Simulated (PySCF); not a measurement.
**Identify the compound**

The spectra below were simulated for a compound C₇H₅FO₂.

¹H NMR (400 MHz, computed): δ 8.01 (m, 1H), 7.61 (m, 1H), 7.13 (m, 1H), 6.31 (m, 1H), 6.04 (m, 1H).

¹³C{¹H} NMR (computed): δ 157.4 (C), 153.6 (CH), 147.8 (C), 140.7 (C), 134.7 (CH), 128.3 (CH2), 115.9 (CH).

- NMR shieldings at PBE0/pcSseg-1/GIAO
- GFN2-xTB geometry
- run in PySCF 2.14.0 with density-fitted response routines
- non-relativistic, one conformer, isolated molecule

Shifts are taken against calculated references (same method and geometry level): ¹H, ¹³C against TMS.

**Question.** Choose the structure that fits.
A. C=Cc1cc(F)oc(=O)c1
B. O=C(O)c1cccc(F)c1
C. C=Cc1ccoc1C(=O)F
D. C=Cc1coc(C(=O)F)c1
E. C#CC1=COC(CF)=CO1
F. O=C(O)c1ccccc1F

**Answer.** C. 

1. Rings plus π bonds: 5 (1 ring in the answer).
2. 7 carbon signals for 7 carbons: no two carbons are equivalent.
3. Carbon types of the structure: 3 × C, 3 × CH, 1 × CH2, which accounts for all hydrogens.
4. δC 157.4: carbonyl carbon.
5. δC 153.6: aromatic CH next to the ring oxygen.
6. δC 140.7: substituted aromatic carbon next to the ring oxygen.
7. δC 134.7: alkene CH; as expected for a trigonal carbon in a double bond.
8. δC 128.3: terminal =CH2 carbon; an sp2 carbon of a C=C bond.

The others: O=C(O)c1ccccc1F would give 4 signals for carbon-bound and other non-exchanging H, not 5; C=Cc1coc(C(=O)F)c1 has carbons computed at 155.7, 154.3, 146.5, 134.8, 132.3, 128.8, 122.5; O=C(O)c1cccc(F)c1 would give 4 signals for carbon-bound and other non-exchanging H, not 5; C=Cc1cc(F)oc(=O)c1 has carbons computed at 173.7, 161.9, 158.5, 141.8, 129.7, 116.1, 82.6; C#CC1=COC(CF)=CO1 would give 4 signals for carbon-bound and other non-exchanging H, not 5.

Splittings by ¹⁹F in the carbon and heteronuclear signals aren't shown, as no couplings were computed. Shifts are as computed. Against solution values, carbons near 30 ppm lie about +3 ppm off and those near 130 ppm about +5 ppm. Of 1211 compounds with measured shifts, 218 miss one by over three times the rms of a fit or turn the order of signals round; such compounds aren't used in these exercises. No couplings were computed; multiplicities are counted from neighbouring protons, with m where these are inequivalent, close in shift, in a saturated or five-membered ring or joined by F or P, and br s for small geminal =CH2 splittings.
